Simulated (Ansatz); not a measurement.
```yaml
crystal:
  periodic: [false, false, false]
  atoms:
    - {symbol: O, position_ang: [-0.493116, -1.838718, 0.431184]}
    - {symbol: Mo, position_ang: [0.114344, -0.131968, 0.069562]}
    - {symbol: O, position_ang: [0.888942, 0.247104, 1.710989]}
    - {symbol: O, position_ang: [1.089866, 1.147171, -0.887087]}
    - {symbol: O, position_ang: [-1.141791, -0.065648, -1.353454]}
    - {symbol: O, position_ang: [-1.228425, 0.931798, 0.948153]}
    - {symbol: F, position_ang: [1.629171, -1.181567, -0.517317]}
    - {symbol: H, position_ang: [-0.011332, -2.596706, 0.083056]}
    - {symbol: H, position_ang: [0.458577, 0.844871, 2.331401]}
    - {symbol: H, position_ang: [1.897838, 0.846384, -1.315762]}
    - {symbol: H, position_ang: [-1.094732, 0.731009, -1.892368]}
    - {symbol: H, position_ang: [-2.032441, 1.011071, 0.425644]}
basis:
  gaussian: {orbitals: cc-pVTZ-DK, final_grid: {core_spheres: 8, valence_spheres: 7, degree: 23}}
magnetization: {spin_polarized: true, initial_magnetization: 2}
hamiltonian: {xc: {name: HF}}
correlation: {method: mp2, frozen_orbitals: {O: 0}}
output: {forces: true}
```

```sh
$ ansatz run in.yaml --threads 2 --pin off --events-out ev --progress --plain --max-ram 32768MiB --backend cuda --devices 0, --max-vram 18GiB
```

Output, abridged:

```
Functional definition: HF
Error: "frozen_orbitals" has no count for Mo
```

In this input frozen orbitals are typed for one element alone, and the program wants a count for each. The input was rejected before any iteration.
